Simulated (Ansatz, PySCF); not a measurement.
C₃H₈BNO, SMILES CNB1COC1. Atoms are numbered in the order given.

```xyz
14

C     -0.2915     2.4772     0.0000
N      0.6060     1.3479     0.0000
B      0.2443     0.0120     0.0000
C      0.9736    -1.3986     0.0000
O     -0.3148    -2.0370     0.0000
C     -1.1004    -0.8331     0.0000
H     -1.3299     2.1188     0.0000
H     -0.1549     3.1128    -0.8912
H     -0.1549     3.1128     0.8912
H      1.5909     1.5901     0.0000
H      1.5698    -1.6715     0.8922
H      1.5698    -1.6715    -0.8922
H     -1.7530    -0.7648     0.8921
H     -1.7530    -0.7648    -0.8921
```
Charge 0, spin multiplicity 1.

The structure is a stationary point at PBE0-D3(BJ)/def2-SVP. This is a generated structure with no PubChem entry under its InChIKey; it may be hypothetical. Other conformers were not sampled.

Two levels are set side by side: PBE-D3(BJ)/def2-SVP (Ansatz, a program for electronic structure) and PBE0-D3(BJ)/def2-SVP (Ansatz). Each level has its own optimised geometry; the coordinates shown are those of the second. Frequencies come from the Hessian of PySCF at each geometry. Differences are taken from unrounded values.

```tsv
quantity	PBE0-D3(BJ)
mean bond length (Å)	1.259
bond C1–N2 (Å)	1.442
bond N2–B3 (Å)	1.384
bond B3–C4 (Å)	1.588
bond B3–C6 (Å)	1.588
bond C4–O5 (Å)	1.438
bond O5–C6 (Å)	1.438
bond C1–H7 (Å)	1.099
bond C1–H8 (Å)	1.103
bond C1–H9 (Å)	1.103
bond N2–H10 (Å)	1.014
bond C4–H11 (Å)	1.107
bond C4–H12 (Å)	1.107
bond C6–H13 (Å)	1.107
bond C6–H14 (Å)	1.107
highest harmonic wavenumber (cm⁻¹)	3632
mean harmonic wavenumber (cm⁻¹)	1438
zero-point energy (kcal/mol)	73.99
```

Question: What does PBE-D3(BJ) give, and how far is it from PBE0-D3(BJ)? (Estimate from the structure and the level; the computed values follow.)

Answer: 
```csv
quantity,PBE-D3(BJ),PBE-D3(BJ) minus PBE0-D3(BJ)
mean bond length (Å),1.269,0.010
bond C1–N2 (Å),1.452,0.010
bond N2–B3 (Å),1.392,0.008
bond B3–C4 (Å),1.593,0.005
bond B3–C6 (Å),1.593,0.005
bond C4–O5 (Å),1.457,0.019
bond O5–C6 (Å),1.457,0.019
bond C1–H7 (Å),1.107,0.008
bond C1–H8 (Å),1.112,0.009
bond C1–H9 (Å),1.112,0.009
bond N2–H10 (Å),1.024,0.009
bond C4–H11 (Å),1.117,0.010
bond C4–H12 (Å),1.117,0.010
bond C6–H13 (Å),1.117,0.010
bond C6–H14 (Å),1.117,0.010
highest harmonic wavenumber (cm⁻¹),3501,-131
mean harmonic wavenumber (cm⁻¹),1385,-53
zero-point energy (kcal/mol),71.27,-2.71
```

GGA bonds tend to be longer and softer than those of functionals with exact exchange. Differences between two approximate levels are no errors against the true value.
